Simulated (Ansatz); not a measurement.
`[OH][Al]([F])[F]` + `BO` → `B[O][Al]([OH])[F]` + H–F at 700 K and 1 bar (ligand exchange at the Al–F bond).

Computed with Ansatz on PBE0-D4/def2-TZVP structures; ΔE is electronic, products minus reactants. CBS: MP2 limit from def2 TZ/QZ plus the TZ coupled-cluster correction, frozen cores. This one scheme is used for every species. One conformer a species, not always the lowest.

```tsv
species	CCSD(T)/CBS energy (Eh)	H − E (kJ/mol)	S (J/(mol·K))
`[OH][Al]([F])[F]`	-517.59653	99.5	370.6
`BO`	-101.80414	126.4	277.4
`B[O][Al]([OH])[F]`	-518.98670	181.8	458.5
H–F	-100.39570	45.2	198.5
```

H − E and S are ideal-gas, rigid-rotor, harmonic terms from PBE0-D4/def2-TZVP, for one conformer and one mirror image of each species. 1 Eh = 2625.50 kJ/mol, R = 8.31446 J/(mol·K).

Question: By hand: ΔE, ΔH, ΔS and ΔG.

Answer: ΔE = (-518.98670) + (-100.39570) − (-517.59653) − (-101.80414) = 0.01827 Eh = 48.0 kJ/mol. Δ(H − E) = 181.8 + 45.2 − 99.5 − 126.4 = 1.1, so ΔH = 49.1 kJ/mol. ΔS = 458.5 + 198.5 − 370.6 − 277.4 = 9.0 J/(mol·K). ΔG = 49.1 − 700 × (9.0)/1000 = 42.8 kJ/mol.

Question: By hand: the equilibrium constant, and the temperature at which ΔG would vanish if ΔH and ΔS stayed fixed.

Answer: log₁₀ K = −ΔG/(RT ln 10) = -3.2. ΔG = 0 at ΔH/ΔS = 5456 K, far beyond where these terms or the molecules hold.

The number of gas molecules stays the same, so ΔS is small and ΔH decides. A doubt of 5 kJ/mol in ΔE shifts log₁₀ K by 0.4 here. Other conformers and mirror images would add mixing entropy, several J/(mol·K) or more a flexible species. These are equilibria of isolated gas molecules and say nothing of rates. Largest T1 diagnostic: 0.014 (customary marks: 0.02 for closed shells, 0.045 for open ones).
